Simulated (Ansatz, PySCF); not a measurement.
H5OSi2, SMILES [SiH2]O[SiH3], multiplicity 2. Atoms are numbered in the order given.

```xyz
8

Si     1.4672    -0.4060     0.4393
O     -0.0168    -0.4034    -0.2517
Si    -1.4313     0.4032    -0.4327
H      2.2605    -1.5017    -0.1847
H      2.1339     0.9127     0.2172
H     -1.1686     1.8387    -0.7143
H     -2.1658    -0.2049    -1.5674
H     -2.2402     0.2891     0.8076
```
Charge 0, spin multiplicity 2.

The structure is a stationary point at PBE0-D3(BJ)/def2-TZVP. The isomer is the one that the SMILES or the coordinates give; other isomers of the formula were not compared.

Two levels are set side by side: PBE-D3(BJ)/def2-TZVP (Ansatz, a quantum-chemistry and plane-wave program) and PBE0-D3(BJ)/def2-TZVP (Ansatz). Each level has its own optimised geometry; the coordinates shown are those of the second. Frequencies come from the Hessian of PySCF at each geometry. Differences are taken from unrounded values.

```tsv
quantity	PBE0-D3(BJ)
mean bond length (Å)	1.530
bond Si1–O2 (Å)	1.637
bond O2–Si3 (Å)	1.638
bond Si1–H4 (Å)	1.490
bond Si1–H5 (Å)	1.494
bond Si3–H6 (Å)	1.486
bond Si3–H7 (Å)	1.482
bond Si3–H8 (Å)	1.485
highest harmonic wavenumber (cm⁻¹)	2247
mean harmonic wavenumber (cm⁻¹)	1097
zero-point energy (kcal/mol)	28.22
```

**Question.** What does PBE-D3(BJ) give, and how far is it from PBE0-D3(BJ)? (An estimate is asked for; the answer gives what the named calculation found.)

**Answer.** 
```json
[
 {"quantity": "mean bond length (Å)", "PBE-D3(BJ)": "1.543", "PBE-D3(BJ) minus PBE0-D3(BJ)": "0.013"},
 {"quantity": "bond Si1–O2 (Å)", "PBE-D3(BJ)": "1.657", "PBE-D3(BJ) minus PBE0-D3(BJ)": "0.020"},
 {"quantity": "bond O2–Si3 (Å)", "PBE-D3(BJ)": "1.658", "PBE-D3(BJ) minus PBE0-D3(BJ)": "0.020"},
 {"quantity": "bond Si1–H4 (Å)", "PBE-D3(BJ)": "1.501", "PBE-D3(BJ) minus PBE0-D3(BJ)": "0.011"},
 {"quantity": "bond Si1–H5 (Å)", "PBE-D3(BJ)": "1.506", "PBE-D3(BJ) minus PBE0-D3(BJ)": "0.012"},
 {"quantity": "bond Si3–H6 (Å)", "PBE-D3(BJ)": "1.496", "PBE-D3(BJ) minus PBE0-D3(BJ)": "0.010"},
 {"quantity": "bond Si3–H7 (Å)", "PBE-D3(BJ)": "1.491", "PBE-D3(BJ) minus PBE0-D3(BJ)": "0.009"},
 {"quantity": "bond Si3–H8 (Å)", "PBE-D3(BJ)": "1.495", "PBE-D3(BJ) minus PBE0-D3(BJ)": "0.009"},
 {"quantity": "highest harmonic wavenumber (cm⁻¹)", "PBE-D3(BJ)": "2187", "PBE-D3(BJ) minus PBE0-D3(BJ)": "-60"},
 {"quantity": "mean harmonic wavenumber (cm⁻¹)", "PBE-D3(BJ)": "1061", "PBE-D3(BJ) minus PBE0-D3(BJ)": "-36"},
 {"quantity": "zero-point energy (kcal/mol)", "PBE-D3(BJ)": "27.29", "PBE-D3(BJ) minus PBE0-D3(BJ)": "-0.93"}
]
```

Exact exchange shortens and stiffens bonds; PBE has none. Differences between two approximate levels are no errors against the true value.
